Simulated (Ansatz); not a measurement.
System: C₃H₃F₄ (charge 0, doublet). It need not be the lowest isomer of its formula. SMILES: F[C](F)CC(F)F
Geometry from a B3LYP-D3(BJ)/def2-TZVP (Ansatz, a first-principles code) optimisation:
```
C
H 1 1.0899
H 1 1.0977 2 108.38
C 1 1.4922 2 109.17 3 119.33
F 4 1.3336 1 115.00 2 -48.44
F 4 1.3397 5 109.94 1 131.71
C 1 1.5149 2 108.70 3 -117.59
F 7 1.3647 1 110.22 2 -53.65
F 7 1.3665 8 107.41 1 -118.52
H 7 1.0913 8 107.96 9 -116.32
```
Charge 0, spin multiplicity 2.

Computed values are from Ansatz. Valence correlation only, unless marked. UHF or UKS for open shells. Spin-orbit coupling is left out. Non-relativistic. CBS marks a two-point X^-3 extrapolation of the correlation energy; Hartree-Fock from the larger set.

Problem. What is the T1 diagnostic at CCSD/cc-pVQZ?

Solution. 0.013.

Problem. What is the total energy at CCSD(T)/CBS(cc-pVTZ,cc-pVQZ)?

Solution. -515.0395 Eh.

Problem. What is the dipole moment at CCSD(T)/aug-cc-pVDZ?

Solution. 1.18 D.

Problem. What is the atomisation energy De at CCSD(T)/CBS(cc-pVTZ,cc-pVQZ)?

Solution. 3956.6 kJ/mol.
